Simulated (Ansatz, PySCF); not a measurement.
Gas-phase reaction R1 → P1 + P2, each structure at its B3LYP-D3(BJ)/def2-TZVP stationary point, reached from a drawn start (curvature not checked).
R1: Cl3In (SMILES [Cl][In]([Cl])[Cl]), charge 0, multiplicity 1.
P1, ClIn (SMILES [Cl][In]) (charge 0, multiplicity 1, Z-matrix in Å and degrees):
```
In
Cl 1 2.4410
```
P2, Cl2 (SMILES ClCl) (charge 0, multiplicity 1):
```xyz
2

Cl     0.00000     0.00000     1.00675
Cl     0.00000     0.00000    -1.00675
```

P less R. No zero-point or thermal terms; no spin–orbit coupling.

Codes used: Ansatz (Gaussian basis) for Hartree–Fock, density functionals and correlated methods; PySCF for M06-2X and the D3/D4 terms. All values are computed, each at the level named. Elements past Kr take the def2 small-core potentials, without spin–orbit coupling.

**Question.** What reaction energy does wB97X-V/def2-TZVPP give?

**Answer.** 75.1 kcal/mol

**Question.** What is the computed reaction energy (revPBE-D3(BJ)/def2-TZVPP)?

**Answer.** 62.3 kcal/mol

**Question.** Give the reaction energy at the level M06-2X/def2-TZVPP.

**Answer.** 75.2 kcal/mol

Ansatz is a first-principles code.
